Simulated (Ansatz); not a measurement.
Gas-phase electronic energies from Ansatz, PBE0-D4/def2-TZVP geometries. CCSD(T)/CBS adds triple-zeta CCSD(T) − MP2 to the extrapolated MP2 energy (def2 sets, frozen cores). This one scheme is used for every species. DFT in def2-TZVPP. B3LYP here is the variant with VWN-RPA as its local correlation; programs differ in this. Each species was taken in one conformer, which may not be the lowest.

`[SiH3]N[SiH3]` + `[NH2][Al]([NH2])[O][SiH3]` → `[SiH3]N[SiH2]O[SiH3]` + `[NH2][AlH][NH2]`  (redistribution)

`[SiH3]N[SiH3]`:

Z-matrix (Å, degrees):
```
Si
N 1 1.726
H 1 1.490 2 112.6
H 1 1.484 2 107.4 3 119.9
H 1 1.489 2 110.9 3 -120.0
Si 2 1.726 1 128.9 3 -109.8
H 2 1.011 1 115.5 3 66.2
H 6 1.490 2 112.6 1 109.8
H 6 1.484 2 107.4 1 -10.1
H 6 1.488 2 110.9 1 -130.1
```

`[NH2][Al]([NH2])[O][SiH3]`:

```xyz
12

N     0.079    2.185   -0.713
Al    0.588    0.610   -0.109
N     2.271    0.253    0.272
O    -0.571   -0.592    0.111
Si   -1.683   -1.746    0.317
H     0.683    2.971   -0.883
H    -0.872    2.419   -0.941
H     3.041    0.893    0.179
H     2.593   -0.636    0.615
H    -2.748   -1.638   -0.718
H    -1.064   -3.096    0.212
H    -2.318   -1.624    1.658
```

`[SiH3]N[SiH2]O[SiH3]`:

Cartesian coordinates in Å:
```
Si 2.174 0.349 -0.015
N 0.781 0.874 -0.893
Si -0.770 1.242 -0.257
O -1.728 -0.073 -0.073
Si -1.741 -1.607 0.493
H 1.776 0.286 1.415
H 3.320 1.286 -0.169
H 2.630 -0.995 -0.461
H 0.853 0.862 -1.901
H -0.577 1.864 1.075
H -1.468 2.142 -1.203
H -2.856 -2.338 -0.158
H -1.939 -1.608 1.966
H -0.455 -2.286 0.181
```

`[NH2][AlH][NH2]`:

```xyz
8

N     0.212    1.523    0.264
Al   -0.573   -0.059    0.164
N     0.325   -1.468   -0.418
H     1.163    1.736    0.016
H    -0.255    2.355    0.588
H    -2.084   -0.215    0.597
H     1.286   -1.483   -0.718
H    -0.075   -2.389   -0.493
```

```tsv
level	ΔE (kcal/mol)	difference from CCSD(T)/CBS
PBE-D4	6.2	-0.7
r2SCAN-D4	7.2	0.3
PBE0-D4	6.6	-0.3
B3LYP-D4	6.8	-0.1
ωB97X-V	6.6	-0.3
ωB97M-V	6.3	-0.6
B2PLYP	7.8	0.9
PBE	7.1	0.2
r2SCAN	7.5	0.6
PBE0	7.4	0.5
B3LYP	8.1	1.2
HF/def2-TZVPP	8.2	1.3
MP2/def2-TZVPP	7.4	0.5
SCS-MP2/def2-TZVPP	7.6	0.7
CCSD/def2-TZVPP	7.7	0.8
CCSD(T)/def2-TZVPP	7.3	0.4
HF/def2-QZVPP	8.1	1.2
MP2/def2-QZVPP	7.2	0.3
SCS-MP2/def2-QZVPP	7.4	0.5
HF/CBS(def2)	8.1	1.2
MP2/CBS(def2)	7.1	0.2
CCSD/CBS(def2)	7.3	0.4
CCSD(T)/CBS	6.9	0
```

Largest T1 diagnostic among the species: 0.011.

The D4 term adds −1.3 kcal/mol with B3LYP and −0.8 kcal/mol with PBE0; it sums over pairs of atoms, weighted by their polarisabilities, and B3LYP, whose exchange is more repulsive, gets the larger term. In def2-TZVPP, CCSD(T) changes the Hartree–Fock value by −0.9 kcal/mol (the triples alone add −0.4 kcal/mol) and MP2 by −0.8 kcal/mol.
